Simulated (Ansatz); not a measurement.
Molecule: sum formula SiNHCl3, charge 0, multiplicity 2. It need not be the lowest isomer of its formula. SMILES: [NH][Si](Cl)(Cl)Cl
Structure (B3LYP-D3(BJ)/def2-TZVP (Ansatz, a program for electronic structure) minimum search):
```
Si
N 1 1.7311
H 2 1.0239 1 112.57
Cl 1 2.0305 2 109.34 3 180.00
Cl 1 2.0443 2 109.47 3 -60.50
Cl 1 2.0443 2 109.47 3 60.50
```
Charge 0, spin multiplicity 2.

Parts of the frozen-core correlation energy in cc-pVTZ (Ansatz, hartree). Frozen orbitals: 21; correlated occupied orbitals by spin: 16 and 15; virtual: 143 and 144. Open shells are spin-unrestricted. No spin-orbit coupling. No relativistic terms.

```
term                             value
-------------------------  -----------
reference (HF)             -1722.70434
MP2 opposite-spin           (withheld)
MP2 same-spin               (withheld)
CCSD correlation            (withheld)
(T)                           -0.03798
T1 diagnostic                    0.011
largest doubles amplitude        0.014
<S^2> of the reference           0.758
```

**Question.** Fill in the missing entries.

**Answer.** 
- MP2 opposite-spin, value: -0.62489
- MP2 same-spin, value: -0.21343
- CCSD correlation, value: -0.89642
